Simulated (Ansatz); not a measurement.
Ansatz (a first-principles code) input (CCSD(T)/6-31G):

Ansatz 0.2 input:
```yaml
crystal:
  periodic: [false, false, false]
  atoms:
    - {symbol: Si, position_ang: [-0.31122260, -0.21252892, 0.78933338]}
    - {symbol: F, position_ang: [-1.46858888, -1.00061632, -0.09876316]}
    - {symbol: Cl, position_ang: [-0.44040154, 1.75730751, -0.29804621]}
    - {symbol: Cl, position_ang: [1.47419074, -1.05254565, -0.29970667]}
basis:
  gaussian:
    orbitals: 6-31G
total_charge: -1
magnetization: {spin_polarized: false}
correlation: {method: ccsd_t, electrons: outside_noble_gas}
```

Output:

```
Functional definition: HF
integrals: 0.02 GiB planned
495 factors; integrals over basis functions are off by at most 1.5e-4 eV
mean field: 0.15 GiB planned
mean field evaluation 1: about -35575.9679 eV, gradient 1.2e1 eV
mean field evaluation 2: about -35576.1474 eV, gradient 1.3e1 eV
mean field evaluation 4: about -35576.8406 eV, gradient 1.5e0 eV
mean field evaluation 8: about -35576.8515 eV, gradient 1.4e-1 eV
mean field evaluation 16: about -35576.6021 eV, gradient 3.8e0 eV
mean field -35576.85167979 eV, -1307.4251843760 hartree, gradient 2.5e-6 eV, S^2 0.000000; 0 other end points of the search recorded, 0 dependent functions left out
16 core orbitals not correlated
reference -35576.85167979 eV, -1307.4251843760 hartree; 13, 13 occupied and 19, 19 virtual orbitals, 495 factors
second order -6.75185383 eV of doubles, -0.00000000 eV of singles
coupled cluster: 0.06 GiB planned
cycle   1  -6.92226772 eV  change   -1.7e-1 eV  update   8.5e-2
cycle   2  -7.15322822 eV  change   -2.3e-1 eV  update   2.6e-2
cycle   3  -7.21062582 eV  change   -5.7e-2 eV  update   1.4e-2
cycle   4  -7.21388558 eV  change   -3.3e-3 eV  update   2.8e-3
cycle   5  -7.21287477 eV  change    1.0e-3 eV  update   1.2e-3
cycle   6  -7.21280180 eV  change    7.3e-5 eV  update   3.4e-4
cycle   7  -7.21272342 eV  change    7.8e-5 eV  update   9.8e-5
cycle   8  -7.21272144 eV  change    2.0e-6 eV  update   3.2e-5
perturbative correction -0.12647788 eV, -0.0046479765 hartree
Total energy: -35584.19087911 eV, -1307.6948949764 hartree
```
